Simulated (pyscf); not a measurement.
**HSe–GaH–SeH, singlet**

Gas-phase minimum from PySCF at ωB97X-D3(BJ)/def2-SVP, one conformer. 

```
Ga
H 1 1.5546
Se 1 2.3046 2 122.92
H 3 1.4665 1 92.92 2 -0.05
Se 1 2.3047 2 122.89 4 -179.91
H 5 1.4665 1 92.92 2 -0.16
```
Charge 0, spin multiplicity 1.

Properties at ωB97X-D3(BJ)/def2-SVP:

- Harmonic wavenumbers, unscaled = 77, 207, 257, 283, 341, 469, 551, 661, 668, 2040, 2500, 2501 cm⁻¹
- Zero-point energy = 15.1 kcal/mol
- Rotational symmetry number = 2
- Entropy of this conformer at 298 K and 1 atm, rigid rotor and harmonic oscillator, modes under 100 cm⁻¹ raised to 100 = 341.4 J/(mol K)
- Dipole moment = 1.82 D

Single-point totals, which compare only within one level (frozen core for MP2 and CC):

| level | total energy (hartree) |
|---|---|
| ωB97X-D3(BJ)/def2-TZVP | -6729.66979 |
| PBE/def2-TZVP | -6728.82172 |
| r²SCAN/def2-TZVP | -6729.80834 |
| B3LYP-D3(BJ)/def2-TZVP | -6729.97391 |
| PBE0-D3(BJ)/def2-TZVP | -6729.02357 |
| M06-2X/def2-TZVP | -6729.87730 |
| ωB97M-D3(BJ)/def2-TZVP | -6729.88497 |
| HF/def2-TZVPP | -6724.76508 |
| MP2/def2-TZVPP | -6725.53946 |
| CCSD/def2-TZVPP | -6725.55318 |
| CCSD(T)/def2-TZVPP | -6725.58421 |

Soft torsions are taken as harmonic, which can shift the entropy by several J/(mol K). The CCSD(T) − MP2 part came from Ansatz, without density fitting, on the same reference. The frozen core leaves the outer d or s,p core shells of the metals and heavy elements correlated in the MP2 and CC values, and def2-TZVPP describes them poorly, so these totals are far from the basis limit. Elements up to Kr have no core potential and no relativistic terms here.
